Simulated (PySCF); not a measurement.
Compound: CH7FPSi (charge +1).
Bonds: F1–C2, C2–Si3, Si3–P4. Hydrogens: H5, H6 on C2; H7, H8 on Si3; H9, H10, H11 on P4.

Theory: PBE0-D3(BJ)/def2-SVP geometry optimisation, gas phase in PySCF.

Task: Give the optimised bond lengths and angles.

Result: 
```csv
bond,length (Å),order
F1–C2,1.385,single
C2–Si3,1.909,single
Si3–P4,2.317,single
"C2–H5, C2–H6",1.102,single
"Si3–H7, Si3–H8",1.484,single
"P4–H9, P4–H10, P4–H11",1.411,single
```

Bonds in one row agree within 0.01 Å and their mean is given. Orders are formal, as drawn. A selection of angles:
```csv
angle,degrees
F1–C2–Si3,107.0
F1–C2–H5,109.3
Si3–C2–H5,111.4
H5–C2–H6,108.4
C2–Si3–P4,96.7
C2–Si3–H7,117.3
P4–Si3–H7,103.8
H7–Si3–H8,114.0
Si3–P4–H9,113.0
H9–P4–H10,105.8
```

Dihedral angles: F1–C2–Si3–P4 0° (synperiplanar).

Si3 (SiH2 silicon) has angles from 96.7° to 117.3°. Of the pairs four or more bonds apart, F1···H10 is among the closest relative to their van der Waals radii: 2.80 Å, 105 % of the sum of Bondi's values. P4 (phosphorus bonded to Si and 3 H) is distorted tetrahedral (angles from 105.3° to 113.6°). The 4 heavy atoms lie in one plane (0.001 Å rms).

Point group: Cs (every atom within 0.08 Å of its image). No PBE0-D3(BJ)/def2-SVP frequencies stand behind this structure, so it isn't proved a minimum.

Hardware: Arm Neoverse V1, one thread, on a shared host. Cost: 16 s wall. That covers the optimisation of the geometry.

One conformer stands for the species.
